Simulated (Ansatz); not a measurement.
`[F][Sn]([F])([SiH3])[SiH3]` + HCl → `[F][Sn]([F])([SiH3])[Cl]` + SiH₄ at 298.15 K and 1 bar (cleavage of the Sn–Si bond).

Program: Ansatz. Geometries: PBE0-D4/def2-TZVP. ΔE: electronic, gas phase. CCSD(T)/CBS adds triple-zeta CCSD(T) − MP2 to the extrapolated MP2 energy (def2 sets, frozen cores). This one scheme is used for every species. Elements past krypton have def2 core potentials. For Sn outer-core shells are correlated without core-valence functions, which leaves a few kJ/mol of doubt a bond.

```
                     species  CCSD(T)/CBS energy (Eh)  H − E (kJ/mol)  S (J/(mol·K))
`[F][Sn]([F])([SiH3])[SiH3]`               -995.44786           169.2          430.9
                         HCl               -460.38127            26.6          186.8
  `[F][Sn]([F])([SiH3])[Cl]`              -1164.39080           103.9          403.7
                        SiH₄               -291.46306            92.1          204.8
```

H − E and S are ideal-gas, rigid-rotor, harmonic terms from PBE0-D4/def2-TZVP. 1 Eh = 2625.50 kJ/mol, R = 8.31446 J/(mol·K).

Problem. By hand: ΔE, ΔH, ΔS and ΔG.

Solution. ΔE = (-1164.39080) + (-291.46306) − (-995.44786) − (-460.38127) = -0.02473 Eh = -64.9 kJ/mol. Δ(H − E) = 103.9 + 92.1 − 169.2 − 26.6 = 0.2, so ΔH = -64.7 kJ/mol. ΔS = 403.7 + 204.8 − 430.9 − 186.8 = -9.2 J/(mol·K). ΔG = -64.7 − 298.15 × (-9.2)/1000 = -62.0 kJ/mol.

Problem. By hand: the equilibrium constant, and the temperature at which ΔG would vanish if ΔH and ΔS stayed fixed.

Solution. log₁₀ K = −ΔG/(RT ln 10) = 10.9. ΔG = 0 at ΔH/ΔS = 7033 K, far beyond where these terms or the molecules hold.

The number of gas molecules stays the same, so ΔS is small and ΔH decides. A doubt of 5 kJ/mol in ΔE shifts log₁₀ K by 0.9 here. Modes under 60 cm⁻¹, often nearly free rotors, make the harmonic entropy too high. These are equilibria of isolated gas molecules and say nothing of rates. Largest T1 diagnostic: 0.015 (customary marks: 0.02 for closed shells, 0.045 for open ones).
